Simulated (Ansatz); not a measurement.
```yaml
crystal:
  periodic: [false, false, false]
  atoms:
    - {symbol: N, position_ang: [-2.048063, -2.249677, -0.667830]}
    - {symbol: B, position_ang: [0.195308, -1.254123, 0.289458]}
    - {symbol: O, position_ang: [1.887953, -2.883599, 1.392844]}
    - {symbol: Si, position_ang: [0.777666, 2.527054, -0.026107]}
    - {symbol: Cl, position_ang: [-2.313025, 4.137828, -1.825316]}
    - {symbol: H, position_ang: [-3.370929, -1.171077, -1.499094]}
    - {symbol: H, position_ang: [-2.466986, -4.104649, -0.579645]}
    - {symbol: H, position_ang: [3.395790, -2.105862, 2.018101]}
    - {symbol: H, position_ang: [1.050981, 3.824483, 2.454406]}
    - {symbol: H, position_ang: [3.048341, 3.182680, -1.550959]}
basis:
  gaussian: {orbitals: def2-TZVP, final_grid: {core_spheres: 5, valence_spheres: 4, degree: 11}}
hamiltonian: {xc: {name: r2SCAN0}, dispersion: d4}
output: {forces: true}
```

```sh
$ ansatz run in.yaml --threads 4 --pin off --events-out ev --progress --plain --max-ram 10444MiB
```

It prints (some lines left out):

```
Functional definition: r2SCAN0
1231 factors; their error is unknown
mean field evaluation 1: about -24621.9962 eV, gradient 1.0e2 eV
mean field evaluation 2: about -24076.1236 eV, gradient 3.3e2 eV
mean field evaluation 4: about -24200.8189 eV, gradient 2.1e2 eV
mean field evaluation 8: about -24657.9442 eV, gradient 2.1e0 eV
mean field evaluation 16: about -24658.4985 eV, gradient 2.2e-2 eV
mean field evaluation 32: about -24658.6170 eV, gradient 1.5e-5 eV
mean field -24658.61699077 eV, -906.1874601998 hartree, gradient 7.0e-6 eV, S^2 0.000000; 10 other end points of the search recorded, 0 dependent functions left out
reference -24658.61700343 eV, -906.1874606650 hartree; 28, 28 occupied and 169, 169 virtual orbitals, 1231 factors
Total energy: -24658.67065346 eV, -906.1894322672 hartree
Atom 0 at    -2.048063    -2.249677    -0.667830 Å, force    -2.461598    -0.875859    -0.320121 eV/Å
Atom 1 at     0.195308    -1.254123     0.289458 Å, force     0.825844    -1.588353     0.349568 eV/Å
Atom 2 at     1.887953    -2.883599     1.392844 Å, force     2.193295     3.178257     0.615272 eV/Å
Atom 3 at     0.777666     2.527054    -0.026107 Å, force     1.012471     1.521731     0.289121 eV/Å
Atom 4 at    -2.313025     4.137828    -1.825316 Å, force     0.678890    -0.405915     0.404328 eV/Å
Atom 5 at    -3.370929    -1.171077    -1.499094 Å, force     2.732432    -2.565905     1.526877 eV/Å
Atom 6 at    -2.466986    -4.104649    -0.579645 Å, force     0.706803     3.906638    -0.549658 eV/Å
Atom 7 at     3.395790    -2.105862     2.018101 Å, force    -3.952289    -1.806419    -1.660046 eV/Å
Atom 8 at     1.050981     3.824483     2.454406 Å, force    -0.173467    -0.904030    -1.721502 eV/Å
Atom 9 at     3.048341     3.182680    -1.550959 Å, force    -1.562381    -0.460145     1.066161 eV/Å
Dipole moment:     0.324192    -0.706506     0.293117 e Å
```

Task: What is wrong with this run?

Result: The coordinates are in bohr but typed as ångström. Self-consistency was reached. The result belongs to that input, not to the molecule as meant.
